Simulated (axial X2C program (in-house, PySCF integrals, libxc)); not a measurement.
## ZnGa: bond constants with and without spin–orbit coupling

Computed with an in-house all-electron X2C program for linear molecules (integrals from PySCF). Spin-free means the one-electron spin-free X2C Hamiltonian; two-component (2c) means X2C with spin–orbit coupling and atomic mean-field two-electron Coulomb and Gaunt terms, so the difference of the two also holds small scalar two-electron terms. Basis: Ga dyall-cv3z [9s9p7d4f1g], Zn dyall-cv3z [9s10p6d3f2g] (cores contracted in-house); Gaussian nuclei, density fitting, unrestricted open shells. Masses: Ga 68.926 u, Zn 63.929 u.

Input:
```json
{"zs": [31, 30], "q": 0, "bas": ["dyall-cv3z", "dyall-cv3z"], "levels": ["PBE0", "HF", "PW91"], "cc": true, "r0": 2.42, "thr": -1.0, "nmax": 90, "npts": 10, "nst": 2, "ntry": 6}
```
```bash
python so2c.py task.json out
```

Keys: zs atomic numbers; q charge; bas basis sets; levels methods; cc coupled cluster on or off; r0 starting distance in Å; thr threshold in hartree for freezing inner shells (an s shell follows its p shell); nmax most natural virtual spinors; npts points on the curve; nst determinants followed; ntry starts of the search. HF also brings MP2.

State, spin-free: M_S = 1/2, Λ = 1 (beyond evenly filled blocks: π+α); electrons by block: σα: 14, σβ: 14, π+α: 7, π+β: 6, π-α: 6, π-β: 6, δ+α: 2, δ+β: 2, δ-α: 2, δ-β: 2. Fragments: Ga + Zn.

State, 2c: Ω = 1/2 (⟨Sz⟩ = -0.50, ⟨Lz⟩ = 1.00 at PBE0); electrons by block: 1/2: 21, -1/2: 20, 3/2: 8, -3/2: 8, 5/2: 2, -5/2: 2. Fragments: Ga + Zn.

```tsv
Hamiltonian	level	Re (Å)	ωe (cm⁻¹)	Be (cm⁻¹)	De (eV)	D0 (eV)	k (mdyn/Å)	μ (D)
spin-free	PBE0	2.668	126.7	0.07139	0.316	0.308	0.314	0.54
spin-free	CCSD(T)	2.815	93.5	0.06412	n/a	n/a	0.171	n/a
spin-free	PW91	2.621	138.0	0.07399	0.415	0.406	0.372	0.29
2c	PBE0	2.671	125.4	0.07124	n/a	n/a	0.307	0.54
2c	PW91	2.622	137.2	0.07392	n/a	n/a	0.368	0.29
```

Correlated methods: 15 electrons correlated (number of frozen shells: Ga 3 s, 2 p, 1 d; Zn 3 s, 2 p), 309 virtual spin orbitals or spinors in MP2, 90 natural virtuals in coupled cluster.

Dipoles are positive if Zn is the positive end.

The state is a single determinant with fixed occupations, the lowest that a limited PBE0 search found. Dissociation energies refer to the lowest single-determinant-based atoms at the same level and basis. De is not given where an atomic determinant may have missed its ground term or J level, or where the truncated virtual space spoils (T). Density functionals use the spin component along the axis (collinear). CCSD and (T) use frozen natural virtuals with an MP2 correction for the truncation; (T) itself is uncorrected, so its De runs slightly low. PBE0 can misorder states that lie within some tenths of an eV, so this need not be the ground state of the molecule. The nearest other spin-free determinant of the search, M_S = 1/2, Λ = 0, lies 0.30 eV up at the distance of the search. The functionals have no current-density term, which raises determinants with orbital currents, atoms included. The atomic limit has a lower orbital projection than the molecule and lies lower at mean-field level, so De may be about a tenth of an eV too small. The determinant is spin-polarised beyond a pure state at some levels (its spin-free form has ⟨S²⟩ too high), which makes Re and μ there less reliable. With the outer-core shells frozen, correlated bond lengths of heavy atoms tend to come out a few hundredths of an ångström too long.

No reliable constants came from CCSD (2c), CCSD (spin-free), CCSD(T) (2c), HF (2c), HF (spin-free), MP2 (2c), MP2 (spin-free): no minimum in range, unconverged points, a curve that is not smooth, a change of character along it, or the two Hamiltonians disagreeing along it.

Rough cost a point (2c) on 1 thread(s) of a shared host, integrals apart: PBE0 1.2 s, PW91 0.6 s.

The whole task took 4.4 min on 1 thread of Arm Neoverse V1, on a shared host.
